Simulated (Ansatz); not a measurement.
Reactions of ClGeH₃OSi, SMILES `[SiH3][O][Ge][Cl]`.

Program: Ansatz. Geometries: PBE0-D4/def2-TZVP. ΔE: electronic, gas phase. CCSD(T)/CBS adds triple-zeta CCSD(T) − MP2 to the extrapolated MP2 energy (def2 sets, frozen cores). This one scheme is used for every species. DFT in def2-TZVPP. For Ge, Mg outer-core shells are correlated without core-valence functions, which leaves a few kJ/mol of doubt a bond. Scalar relativity is left out up to krypton. Each species was taken in one conformer, which may not be the lowest.

```csv
reaction,ωB97M-V (kJ/mol),MP2/CBS(def2) (kJ/mol),PBE0-D4 (kJ/mol)
`[SiH3][O][Ge][Cl]` + `CC=N` → `C/C=N\[SiH3]` + `[OH][Ge][Cl]`,64,65,58
`[SiH3][O][Ge][Cl]` + `[SiH3]SS` → `[SiH3]SS[SiH3]` + `[OH][Ge][Cl]`,35,32,25
`[SiH3][O][Ge][Cl]` + `[CH3][Mg][OH]` → `[CH3][Ge][Cl]` + `[OH][Mg][O][SiH3]`,-34,-44,-37
`[SiH3][O][Ge][Cl]` + CH₃SH → `C[S][Ge][Cl]` + `O[SiH3]`,10,2,-4
`[SiH3][O][Ge][Cl]` + `O[SiH2][SiH3]` → `[SiH3]O[SiH2][SiH3]` + `[OH][Ge][Cl]`,-10,-9,-10
`[SiH3][O][Ge][Cl]` + `N#CO` → `N#CO[SiH3]` + `[OH][Ge][Cl]`,5,3,5
`[SiH3][O][Ge][Cl]` + `C=C(N)S` → `C=C(N)S[SiH3]` + `[OH][Ge][Cl]`,33,32,24
`[SiH3][O][Ge][Cl]` + `[OH][GeH2][OH]` → `[OH][GeH2][O][SiH3]` + `[OH][Ge][Cl]`,-10,-8,-9
```

Q: Give the CCSD(T)/CBS values in the same order. (Estimate.)

A: Computed: 67, 35, -43, 5, -9, 5, 34, -8 kJ/mol.

Largest T1 diagnostic: 0.014, for `N#CO`.
